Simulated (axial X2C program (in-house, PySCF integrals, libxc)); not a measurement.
GaB along the bond: PBE0, with spin–orbit coupling

Calculated with an in-house all-electron X2C program for linear molecules (integrals from PySCF). Two-component (2c) means X2C with spin–orbit coupling and atomic mean-field two-electron Coulomb and Gaunt terms. Basis: Ga dyall-cv3z [9s9p7d4f1g], B dyall-v3z [7s6p2d1f] (cores contracted in-house); Gaussian nuclei, density fitting, unrestricted open shells. Masses: Ga 68.926 u, B 11.009 u.

State: Ω = 1 (⟨Sz⟩ = 1.00, ⟨Lz⟩ = 0.00 at PBE0). Dipoles are positive if B is the positive end.

```
R (Å)   μ (D)  HOMO (eV)  LUMO (eV)
1.765  -1.327      -6.16      -3.30
1.846  -1.455      -5.99      -3.37
1.907  -1.559      -5.87      -3.40
1.968  -1.669      -5.76      -3.42
2.029  -1.782      -5.65      -3.44
2.100  -1.919      -5.53      -3.44
2.171  -2.057      -5.42      -3.44
2.262  -2.236      -5.29      -3.42
2.374  -2.447      -5.14      -3.38
```

(1) The minimum lies at 2.026 Å. What is the dipole moment there, and its slope?

The state is a single determinant with fixed occupations, the lowest that a limited PBE0 search found. Density functionals use the spin component along the axis (collinear). PBE0 can misorder states that lie within some tenths of an eV, so this need not be the ground state of the molecule. The nearest other 2c determinant of the search, Ω = 2, lies 0.22 eV up at the distance of the search. With several unpaired electrons one determinant need not be a pure state. Open-shell Ω = 0 determinants with evenly filled partner blocks cannot be reached by this program, so the Ω shown need not be the lowest component. This is the Ω = 1 component of a π² triplet; the 0⁺ component is not one determinant and can lie lowest. The determinant is spin-polarised beyond a pure state at some levels (its spin-free form has ⟨S²⟩ too high), which makes Re and μ there less reliable. The stretched end of a curve changes character and is left out.

Results:

(1) At PBE0, 2c, with the sign and origin stated: μ = -1.78 D, dμ/dR = -1.89 D/Å.
